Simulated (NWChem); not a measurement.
Species: MoH$_{4}$F$_{2}$; SMILES [F][MoH4][F]

def2 effective core potentials on Mo; no spin-orbit coupling.

Q: Give the equilibrium geometry at PBE-D3(BJ)/def2-SVP with def2 effective core potentials on Mo (NWChem) as a list of bonds and angles, with the point group.

A: point group Cs; any orientation.
Bonded distances (Å): Mo1–F2 1.874, Mo1–F3 1.874, Mo1–H4 1.658, Mo1–H5 1.644, Mo1–H6 1.676, Mo1–H7 1.658. Bond angles (°): F2–Mo1–F3 131.8, F2–Mo1–H4 138.8, F2–Mo1–H5 91.5, F2–Mo1–H6 111.2, F2–Mo1–H7 80.4, F3–Mo1–H4 80.4, F3–Mo1–H5 91.5, F3–Mo1–H6 111.2, F3–Mo1–H7 138.8, H4–Mo1–H5 58.3, H4–Mo1–H6 65.7, H4–Mo1–H7 60.5, H5–Mo1–H6 114.0, H5–Mo1–H7 58.3, H6–Mo1–H7 65.7.
